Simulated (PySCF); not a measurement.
CSSe, SMILES S=C=[Se], point group C∞v.

Level: B3LYP/pcSseg-2 in PySCF (density fitting, grid level 2); geometry and Hessian at that level, cubic constants and property derivatives from steps of ±0.6 along each species' dimensionless normal coordinates, second-order vibrational perturbation theory. The parent has the commonest isotopes.

Equilibrium geometry (Å):

```json
{"atom": "S1", "x": "-1.5736", "y": "-0.1985", "z": "-0.0238"}
{"atom": "C2", "x": "-0.0347", "y": "-0.0095", "z": "-0.0170"}
{"atom": "Se3", "x": "1.6542", "y": "0.1979", "z": "-0.0094"}
```

An isotope shift is δ(isotopologue) − δ(parent), that is, the negative of the change in the averaged GIAO shielding; n counts bonds from the nearest label (0: the labelled atom itself). These are computed values; those of heavy atoms are rounded to 5 ppb, about the numerical noise.

What isotope shifts arise with ⁷⁷Se at 3?


```
nucleus  n  0 K (ppb)  300 K (ppb)
    Se3  0         65           50
     C2  1          5            5
     S1  2         15           10
```

What isotope shifts arise with ¹³C at 2?


```json
{"nucleus": "C2", "n": "0", "0 K (ppb)": "-75", "300 K (ppb)": "-60"}
{"nucleus": "S1", "n": "1", "0 K (ppb)": "-360", "300 K (ppb)": "-270"}
{"nucleus": "Se3", "n": "1", "0 K (ppb)": "-955", "300 K (ppb)": "-715"}
```

What isotope shifts arise with ¹³C at 2, ⁷⁷Se at 3?


| nucleus | n | 0 K (ppb) | 300 K (ppb) |
| --- | --- | --- | --- |
| C2 | 0 | -70 | -55 |
| Se3 | 0 | -890 | -665 |
| S1 | 1 | -345 | -260 |

Spin–orbit effects of the heavy atoms on shieldings are missing.
